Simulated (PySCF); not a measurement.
Input of a response calculation (the driver script's job line, then coordinates in Å):

```
{"job": {"kind": "uv", "xc": "PBE0", "basis": "def2-SVPD", "nstates": 6, "ntriplets": 2}, "charge": 0, "multiplicity": 1}
B      2.009839    -0.372042     0.212375
O      1.055862     0.310759    -0.346896
B      0.024347     0.953767    -0.864132
O     -1.259244     0.686917    -0.537830
C     -1.637949    -0.313931     0.380845
H      2.486668     0.010896     1.224915
H      2.397189    -1.365358    -0.298730
H      0.181840     1.815259    -1.647249
H     -0.829724    -0.557326     1.075789
H     -2.502050     0.053179     0.937741
H     -1.921354    -1.219449    -0.162791
```

Computed with TDDFT PBE0/def2-SVPD, vertical, gas phase, core orbitals frozen in the response (PySCF 2.14.0, density-fitted response routines). Job line and output are in the format of a driver script around the code.

**Question.** Give the output without the SCF cycles.

**Answer.** 
```
converged SCF energy = -241.5132878231

Static polarisability (au): isotropic 49.495, principal 40.910 48.662 58.914

Singlet excitations
state   eV       nm        f      main configurations
  1   5.8081    213.5   0.00008   H->L 0.94
  2   7.5249    164.8   0.00252   H-1->L 0.91
  3   7.6479    162.1   0.03700   H-2->L 0.59, H->L+1 0.20, H->L+2 0.18
  4   7.6834    161.4   0.00561   H->L+1 0.74, H->L+2 0.12, H-2->L 0.10
  5   7.8546    157.8   0.12617   H->L+2 0.66, H-2->L 0.28
  6   8.2264    150.7   0.21247   H-3->L 0.96

Triplet excitations (Tamm-Dancoff, eV): 5.2437 6.9387
```

Isolated species at its GFN2-xTB geometry (one conformer only).

H and L stand for HOMO and LUMO.

The run took 9.4 s on one thread, Arm Neoverse V2 (aarch64), no GPU, on a shared host, and the process peaked at 0.63 GiB of memory.
